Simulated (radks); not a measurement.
Charge is removed step by step from the 3p down level of V2+, starting from [Ne] 3s2 3p(up 3, down 3) 3d3. All-electron calculation, scalar-relativistic Kohn-Sham, r2SCAN, spin-polarised, spherical densities, finite nucleus; open shells are filled with parallel spins first; meta-GGA in the generalised Kohn-Sham scheme; Fermi nuclear charge, rms radius 3.6002 fm. Program: a radial shooting solver on a logarithmic mesh with Libxc functionals.

removed (e)	E - E(0) (eV)	eigenvalue (eV)	E minus straight line (eV)
0	0.000	-59.418	0.000
0.1	6.017	-60.947	-0.717
0.2	12.188	-62.499	-1.280
0.3	18.515	-64.072	-1.687
0.4	25.001	-65.666	-1.936
0.5	31.647	-67.279	-2.024
0.6	38.455	-68.909	-1.950
0.7	45.427	-70.556	-1.712
0.8	52.564	-72.217	-1.308
0.9	59.869	-73.892	-0.738
1	67.341	-75.581	0.000

Removing the whole electron costs 67.341 eV by Delta-SCF, against 59.418 eV from minus the eigenvalue at the starting occupation. Slater's transition state (half an electron removed) gives 67.279 eV. Integrating minus the eigenvalue over the occupation (Janak's theorem) gives 67.352 eV. In this scalar-relativistic scheme the density is built from large components alone, so the theorem holds only approximately. The mean slope of the eigenvalue, de/dn, is 16.2 eV per electron.
